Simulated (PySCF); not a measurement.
C3H6BFN2, SMILES C1=NCN(C)B1F.

Geometry optimised at B3LYP-D3(BJ)/def2-SVP. The structure was generated by enumeration, and PubChem lists no compound with its InChIKey, so it may never have been made. One conformer was computed; it need not be the lowest.

Two levels are set side by side: TDA-PBE/def2-SVPD (PySCF) and TDA-CAM-B3LYP/def2-SVPD (PySCF). Vertical, same geometry. The lowest singlet is HOMO→LUMO 99 % with PBE and HOMO→LUMO 97 % with the other functional; states are paired by order. Differences are taken from unrounded values.

```json
[
 {"quantity": "lowest singlet excitation (eV)", "TDA-CAM-B3LYP": "4.64"},
 {"quantity": "lowest triplet excitation (TDA) (eV)", "TDA-CAM-B3LYP": "3.75"},
 {"quantity": "first bright state (f over 0.05) (eV)", "TDA-CAM-B3LYP": "6.03"},
 {"quantity": "its oscillator strength", "TDA-CAM-B3LYP": "0.12"}
]
```

Question: What does TDA-PBE give, and how far is it from TDA-CAM-B3LYP? (The exact figures need the calculation; the answer reports its results.)

Answer: 
| quantity | TDA-PBE | TDA-PBE minus TDA-CAM-B3LYP |
|---|---|---|
| lowest singlet excitation (eV) | 4.26 | -0.38 |
| lowest triplet excitation (TDA) (eV) | 3.43 | -0.32 |
| first bright state (f over 0.05) (eV) | 5.02 | -1.00 |
| its oscillator strength | 0.10 | -0.02 |

Functionals without exact exchange tend to place singlet excitations lower, as here. Differences between two approximate levels are no errors against the true value.

Rough cost on one machine, each run with all the roots and properties that it gave: TDA-CAM-B3LYP against TDA-PBE about 5 times.
